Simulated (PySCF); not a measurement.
Computed with PBE-D3(BJ)/def2-TZVP // PBE-D3(BJ)/def2-SVP in PySCF. Isolated molecules, 0 K electronic values unless said otherwise. 

Reference species (SMILES): `c1(F)c2sccc2ccc1[SiH3]` (neutral, multiplicity 1).

The dipole moment is 2.35 D. The LUMO is -2.14 eV.

Changed species: `c12c(scc1)ccc(c2F)[SiH3]`.

Question: What does the change do to the dipole moment and LUMO?

Answer: the dipole moment falls by 0.81 D, to 1.54 D; the LUMO goes up by 0.16 eV, to -1.98 eV.
